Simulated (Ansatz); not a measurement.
Consider the formal exchange of groups at the Si–Cl bond: `CO[Si](O)(Cl)Br` + SiH₄ → `CO[Si](O)([SiH3])Br` + HCl.

Isolated molecules relaxed with PBE0-D4/def2-TZVP in Ansatz; ΔE leaves out vibrations. CCSD(T)/CBS adds triple-zeta CCSD(T) − MP2 to the extrapolated MP2 energy (def2 sets, frozen cores). This one scheme is used for every species. DFT in def2-TZVPP. B3LYP here is the variant with VWN-RPA as its local correlation; programs differ in this. For Br outer-core shells are correlated without core-valence functions, which leaves a few kJ/mol of doubt a bond. Scalar relativity is left out up to krypton. One conformer a species, not always the lowest.

`CO[Si](O)(Cl)Br`:

Cartesian coordinates in Å:
```
C 1.539 0.616 -0.115
O 0.609 -0.437 0.052
Si -0.989 -0.287 0.216
O -1.668 -1.745 0.366
Cl -1.462 0.761 1.887
Br -1.789 0.790 -1.546
H 1.317 1.193 -1.017
H 1.531 1.283 0.751
H 2.529 0.170 -0.211
H -1.615 -2.343 -0.382
```

SiH₄:

Cartesian coordinates in Å:
```
Si 0.000 0.000 0.000
H -1.053 0.405 -0.965
H 1.131 0.959 -0.070
H 0.484 -1.362 -0.339
H -0.562 -0.002 1.374
```

`CO[Si](O)([SiH3])Br`:

Cartesian coordinates in Å:
```
C -0.412 -0.315 2.065
O -0.542 -0.933 0.802
Si 0.311 -0.592 -0.544
O -0.012 -1.735 -1.655
Si -0.134 1.498 -1.481
Br 2.484 -0.643 0.020
H 0.607 -0.418 2.449
H -0.666 0.748 2.016
H -1.102 -0.808 2.750
H 0.136 -2.654 -1.419
H 0.085 2.535 -0.437
H 0.788 1.746 -2.618
H -1.543 1.572 -1.948
```

HCl:

```xyz
2

Cl    0.397   -0.461    0.197
H    -0.397    0.461   -0.197
```

```json
{"level": "PBE0-D4", "ΔE (kJ/mol)": "95.8", "difference from CCSD(T)/CBS": "-8.8"}
{"level": "B3LYP-D4", "ΔE (kJ/mol)": "101.8", "difference from CCSD(T)/CBS": "-2.8"}
{"level": "ωB97X-V", "ΔE (kJ/mol)": "104.7", "difference from CCSD(T)/CBS": "0.1"}
{"level": "r2SCAN", "ΔE (kJ/mol)": "105.6", "difference from CCSD(T)/CBS": "1.0"}
{"level": "HF/def2-TZVPP", "ΔE (kJ/mol)": "121.5", "difference from CCSD(T)/CBS": "16.9"}
{"level": "MP2/def2-TZVPP", "ΔE (kJ/mol)": "113.0", "difference from CCSD(T)/CBS": "8.4"}
{"level": "SCS-MP2/def2-TZVPP", "ΔE (kJ/mol)": "112.8", "difference from CCSD(T)/CBS": "8.2"}
{"level": "CCSD(T)/def2-TZVPP", "ΔE (kJ/mol)": "103.4", "difference from CCSD(T)/CBS": "-1.2"}
{"level": "HF/def2-QZVPP", "ΔE (kJ/mol)": "122.1", "difference from CCSD(T)/CBS": "17.5"}
{"level": "MP2/CBS(def2)", "ΔE (kJ/mol)": "114.2", "difference from CCSD(T)/CBS": "9.6"}
{"level": "CCSD(T)/CBS", "ΔE (kJ/mol)": "104.6", "difference from CCSD(T)/CBS": "0"}
```

Largest T1 diagnostic among the species: 0.011.

From PBE to PBE0 (25 % exact exchange), in def2-TZVPP and without D4, ΔE moves by +6.9 kJ/mol. In def2-TZVPP, CCSD(T) changes the Hartree–Fock value by −18.0 kJ/mol (the triples alone add −1.7 kJ/mol) and MP2 by −8.5 kJ/mol.
